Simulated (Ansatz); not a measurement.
Relaxation of a periodic cell of 40 atoms, H21C12N7 (contents 1 NH3 + 6 CH3CN, density as packed 0.97 g/cm³ with natural masses), to a largest force component of 0.3 eV/Å in at most 15 steps.

Theory: DFT r2SCAN-D3(BJ), scalar-relativistic, plane waves, PAW (Ansatz). Settings: accuracy low, cutoff 500 eV, k mesh 1x1x1, fermi-dirac smearing 0.05 eV, no spin polarisation.

```xyz
40
Lattice="7.6563 0.0000 0.0000 0.0000 7.6563 0.0000 0.0000 0.0000 7.6563" Properties=species:S:1:pos:R:3:forces:R:3
N 2.106 7.672 0.602 -0.15 0.33 -0.22
H 2.602 7.840 -0.269 -0.20 -0.16 0.15
H 1.812 6.699 0.580 0.40 0.55 -0.21
H 1.255 8.228 0.559 0.06 -0.14 -0.18
C 5.856 2.423 7.089 0.87 -0.08 -0.89
C 6.845 2.424 6.014 1.23 -0.09 -1.56
N 7.643 2.425 5.147 -1.97 0.00 1.80
H 5.269 3.343 7.060 0.29 -0.06 0.08
H 5.182 1.571 6.978 0.33 0.00 -0.06
H 6.354 2.354 8.058 0.05 0.07 -0.37
C 4.542 5.277 4.656 -0.19 0.31 0.00
C 4.257 6.161 3.528 -0.43 1.40 -1.52
N 4.028 6.874 2.619 0.61 -2.75 2.75
H 5.474 5.573 5.139 -0.69 -0.06 0.26
H 3.733 5.329 5.388 0.10 0.07 -0.09
H 4.637 4.246 4.310 0.00 0.24 -0.10
C 2.756 2.737 6.292 0.03 0.24 0.53
C 3.042 3.862 7.179 0.14 1.52 1.00
N 3.272 4.769 7.894 -0.77 -1.73 -2.61
H 2.824 3.053 5.250 -0.13 0.02 -0.11
H 3.473 1.932 6.463 -0.22 0.15 -0.06
H 1.750 2.357 6.480 0.24 0.13 -0.14
C 0.758 5.221 1.854 0.58 -0.78 -0.42
C 1.930 4.535 2.392 1.35 -1.07 0.92
N 2.875 3.982 2.826 -4.01 0.79 0.11
H 0.785 6.279 2.123 0.06 -0.24 -0.25
H 0.739 5.135 0.766 0.01 -0.14 0.50
H -0.155 4.779 2.259 0.04 -0.10 -0.27
C 7.539 6.168 4.312 0.37 0.04 0.75
C 7.505 6.191 5.773 -0.02 0.13 2.18
N 7.477 6.210 6.950 -0.35 0.14 -3.23
H 7.611 7.184 3.922 0.02 0.02 0.12
H 8.402 5.596 3.966 -0.24 0.25 0.73
H 6.630 5.705 3.923 0.56 0.14 -0.09
C 4.659 1.507 2.111 0.05 1.26 -0.03
C 4.908 2.938 1.956 1.09 2.38 0.15
N 5.110 4.092 1.831 0.96 -3.16 0.34
H 3.808 1.344 2.774 0.18 0.27 -0.33
H 4.440 1.056 1.141 -0.17 -0.02 0.47
H 5.536 1.017 2.537 -0.08 0.16 -0.07
```

**Question.** Where does it end, and by what steps?

**Answer.** The forces met the threshold. The threshold is loose, so the end isn't yet a minimum. The force dipped under the threshold on the way, but the program's further checks kept it going. Limits of this set-up: coarse k mesh, low accuracy level. After 13 steps the energy has fallen by 3.903 eV; H3 moved furthest, 1.68 Å.

| step | energy less start (eV) | largest force component (eV/Å) | accepted |
| --- | --- | --- | --- |
| 0 | 0.0000 | 4.012 | yes |
| 1 | -1.3203 | 1.146 | yes |
| 2 | -2.1289 | 0.671 | yes |
| 3 | -2.5497 | 1.335 | yes |
| 4 | -2.7963 | 0.863 | yes |
| 5 | -3.0109 | 0.973 | yes |
| 6 | -3.1889 | 0.995 | yes |
| 7 | -3.3802 | 0.758 | yes |
| 8 | -3.5191 | 0.593 | yes |
| 9 | -3.6155 | 0.612 | yes |
| 10 | -3.6914 | 0.848 | yes |
| 11 | -3.8040 | 0.227 | yes |
| 12 | -3.8040 | 0.227 | yes |
| 13 | -3.9033 | 0.262 | yes |

```xyz
40
Lattice="7.6563 0.0000 0.0000 0.0000 7.6563 0.0000 0.0000 0.0000 7.6563" Properties=species:S:1:pos:R:3
N 3.034 7.407 0.156
H 2.723 6.635 -0.427
H 3.420 6.954 0.983
H 2.171 7.833 0.483
C 6.128 2.409 7.011
C 6.518 2.194 5.638
N 6.834 2.006 4.544
H 5.697 3.399 7.149
H 5.386 1.657 7.283
H 6.988 2.293 7.671
C 4.305 5.764 5.010
C 3.587 6.546 4.044
N 2.970 7.170 3.302
H 5.007 6.388 5.563
H 3.605 5.336 5.727
H 4.831 4.952 4.499
C 2.342 2.118 5.847
C 2.759 3.134 6.767
N 3.122 3.987 7.455
H 2.289 2.547 4.841
H 3.042 1.285 5.897
H 1.365 1.727 6.123
C 0.747 5.086 1.545
C 1.579 4.249 2.363
N 2.235 3.592 3.046
H 1.058 6.122 1.662
H 0.863 4.813 0.500
H -0.301 4.975 1.832
C 7.769 6.422 4.529
C 7.507 6.793 5.901
N 7.301 7.099 6.997
H 8.074 7.309 3.973
H 8.571 5.683 4.484
H 6.877 5.994 4.066
C 4.669 1.904 2.315
C 5.093 3.279 2.338
N 5.449 4.373 2.369
H 4.217 1.643 3.268
H 3.919 1.765 1.537
H 5.519 1.242 2.140
```

The run took 6.5 min on 1 thread of Arm Neoverse V1, with other jobs on the host, peak memory 0.84 GiB.
